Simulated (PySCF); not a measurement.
Match the calculated data to a structure.

All candidates are C6H7F3.

| technique | computed result |
| --- | --- |
| 1H NMR | chemical shifts (computed TMS as zero) by class: 6.91 (1 H), 5.38 (1 H), 4.93 (1 H), 1.45 (2 H), 0.86 (2 H) ppm [GIAO PBE0/pcSseg-1] |
| Rotational structure | rotational constants A, B, C: 2.479, 1.402, 1.156 GHz [GFN2-xTB] |
| Dipole | 2.42 D [PBE0/pcSseg-1] |
| NMR, other nuclei | isotropic shieldings of nuclei other than C and H, by class: 258 (3 F) ppm [GIAO PBE0/pcSseg-1] |
| 13C NMR | chemical shifts (computed TMS as zero) by class: 145.3 (1 C), 136.8 (1 C), 116.0 (1 C), 27.6 (1 C), 20.5 (2 C) ppm [GIAO PBE0/pcSseg-1] |

Gas-phase values; electronic properties from PySCF, density fitting. Levels stand in brackets. Isolated species at its GFN2-xTB geometry (one conformer only). Each NMR value is the plain mean over a class of atoms that symmetry, rotation or inversion makes alike.

**Question.** Which candidate is it?
A. `C=CC1(C(F)(F)F)CC1`
B. `FC(F)(F)C=C1CCC1`
C. `FC[C@@H](F)C1=CC[C@H]1F`
D. `C=C/C=C\CC(F)(F)F`
E. `FC[C@]1(C(F)F)[C@@H]2C[C@@H]21`

**Answer.** A. It is `C=CC1(C(F)(F)F)CC1`. Numbering: `[CH2:1]=[CH:2][C:3]1([C:4]([F:5])([F:6])[F:7])[CH2:8][CH2:9]1`. Its formula, C6H7F3, gives 2 degrees of unsaturation: 1 ring and 1 π bond in the structure found. 6 carbons fall into 5 classes; from least to most shielded: alkene CH carbon [C2] (145.3 ppm), CF3 carbon [C4] (136.8 ppm), terminal =CH2 carbon [C1] (116.0 ppm), allylic carbon [C3] (27.6 ppm), three-membered-ring carbon [C8/C9] (20.5 ppm, 2 C). Hydrogen classes from least to most shielded: 1 H on an alkene CH carbon, C2 (6.91 ppm), 1 H on a terminal =CH2 carbon, C1 (5.38 ppm), 1 H on a terminal =CH2 carbon, C1 (4.93 ppm), 2 H on 2 three-membered-ring carbons, C8/C9 (1.45 ppm), 2 H on 2 three-membered-ring carbons, C8/C9 (0.86 ppm). The other shieldings belong to: 258 ppm, fluorine of a CF3 group [F5/F6/F7]. By its constants the optimised geometry is an asymmetric top.

The others, at the same levels:
- `FC[C@]1(C(F)F)[C@@H]2C[C@@H]21` fails: its computed 13C shifts are 119.5 (1 C), 77.8 (1 C), 55.4 (1 C), 25.0 (1 C), 7.2 (2 C) ppm, 1H shifts are 6.51 (1 H), 4.76 (2 H), 2.16 (2 H), 1.53 (1 H), 1.11 (1 H) ppm and rotational constant A is 1.914 GHz (against 2.479 GHz).
- `FC[C@@H](F)C1=CC[C@H]1F` fails: it has 6 carbon classes against 5; its computed 13C shifts are 153.5 (1 C), 144.0 (1 C), 97.3 (1 C), 89.7 (1 C), 89.4 (1 C), 39.7 (1 C) ppm, 1H shifts are 6.69 (1 H), 5.60 (1 H), 5.50 (1 H), 5.00 (1 H), 4.89 (1 H), 2.86 (1 H), 2.73 (1 H) ppm and smallest rotational constant is 0.812 GHz (against 1.156 GHz).
- `C=C/C=C\CC(F)(F)F` fails: it has 6 carbon classes against 5; its computed 13C shifts are 143.3 (1 C), 138.4 (1 C), 135.0 (1 C), 128.9 (1 C), 128.0 (1 C), 38.0 (1 C) ppm, 1H shifts are 6.93 (1 H), 6.54 (1 H), 5.79 (1 H), 5.71 (1 H), 5.66 (1 H), 3.06 (2 H) ppm and rotational constant A is 3.714 GHz (against 2.479 GHz).
- `FC(F)(F)C=C1CCC1` fails: it has 6 carbon classes against 5; its computed 13C shifts are 165.9 (1 C), 133.4 (1 C), 119.7 (1 C), 31.6 (1 C), 31.2 (1 C), 17.1 (1 C) ppm, 1H shifts are 5.58 (1 H), 3.16 (2 H), 2.94 (2 H), 2.15 (2 H) ppm and rotational constant A is 3.740 GHz (against 2.479 GHz).

Each candidate is one conformer, not necessarily the lowest. Dipoles, sizes and rotational constants follow the conformer. The torsions of the flexible species, by atom-mapped SMILES:
- `[CH2:1]=[CH:2][C:3]1([C:4]([F:5])([F:6])[F:7])[CH2:8][CH2:9]1`: C1–C2–C3–C4 179°, C2–C3–C4–F5 -61°
- `[F:1][CH2:2][C@:3]1([CH:4]([F:5])[F:6])[C@@H:7]2[CH2:8][C@H:9]12`: F1–C2–C3–C4 -66°, C2–C3–C4–F5 -68°
- `[F:1][CH2:2][C@@H:3]([F:4])[C:5]1=[CH:6][CH2:7][C@H:8]1[F:9]`: F1–C2–C3–F4 82°, C2–C3–C5–C6 -112°
- `[CH2:1]=[CH:2]/[CH:3]=[CH:4]\[CH2:5][C:6]([F:7])([F:8])[F:9]`: C1–C2–C3–C4 178°, C3–C4–C5–C6 118°, C4–C5–C6–F7 180°
- `[F:1][C:2]([F:3])([F:4])[CH:5]=[C:6]1[CH2:7][CH2:8][CH2:9]1`: F1–C2–C5–C6 21°
